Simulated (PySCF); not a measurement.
# Radial density of Os⁺ (osmium, charge +1)

BP86, [Xe] 4f14 5d6 6s1, high-spin 6D determinant. Calculation: PySCF 2.14, in cc-pVTZ-PP with ECP60MDF (5s5p4d2f1g, 63 functions); a scalar-relativistic core potential. This is the valence pseudo-density: the core potential removes the inner electrons and smooths the orbitals near the nucleus.

| r (bohr) | 4πr²ρ (e/bohr) | 4πr²(ρα − ρβ) |
| --- | --- | --- |
| 0.134 | 1.686e-05 | 0.0000 |
| 0.225 | 0.0007101 | 0.0001 |
| 0.379 | 0.07583 | 0.0076 |
| 0.638 | 3.988 | 0.3350 |
| 1.07 | 12.85 | 2.2535 |
| 1.80 | 5.100 | 2.4844 |
| 3.04 | 0.9990 | 0.7581 |
| 5.11 | 0.04859 | 0.0395 |
| 8.59 | 0.0003241 | 0.0003 |

Energies and moments cover only the electrons outside the core potential. Spin-orbit coupling, absent here, splits the open shell strongly.
